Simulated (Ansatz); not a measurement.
Relaxation of B₂FH₃O (7 atoms, charge 0, multiplicity 1), to a largest force component of 0.015 eV/Å in at most 40 steps.

All numbers below come from Ansatz, RKS PBE0-D4/def2-SVP.

```xyz
7
Properties=species:S:1:pos:R:3
O -0.183 0.952 -1.219
B 0.116 0.507 0.003
B 0.721 1.525 1.206
F 2.012 1.618 1.474
H -0.017 1.876 -1.420
H -0.092 -0.637 0.272
H 0.048 2.145 1.955
```

Problem. Where does it end, and by what steps?

Solution. It converged. After 11 steps the energy has fallen by 0.081 eV; H7 moved furthest, 0.09 Å.

| step | energy less start (eV) | largest force component (eV/Å) | accepted |
| --- | --- | --- | --- |
| 0 | 0.0000 | 1.050 | yes |
| 1 | -0.0253 | 0.866 | yes |
| 2 | -0.0698 | 0.493 | yes |
| 3 | -0.0743 | 0.436 | yes |
| 4 | -0.0790 | 0.280 | yes |
| 5 | -0.0803 | 0.130 | yes |
| 6 | -0.0809 | 0.089 | yes |
| 7 | -0.0811 | 0.018 | yes |
| 8 | -0.0812 | 0.038 | yes |
| 9 | -0.0813 | 0.024 | yes |
| 10 | -0.0812 | 0.046 | no |
| 11 | -0.0813 | 0.007 | yes |

```xyz
7
Properties=species:S:1:pos:R:3
O -0.191 0.916 -1.263
B 0.114 0.540 0.000
B 0.736 1.534 1.251
F 2.044 1.649 1.458
H -0.001 1.838 -1.461
H -0.130 -0.629 0.241
H 0.034 2.138 2.045
```

Run time: 26 s on 1 thread of Arm Neoverse V1, with other jobs on the host, peak memory 0.13 GiB.
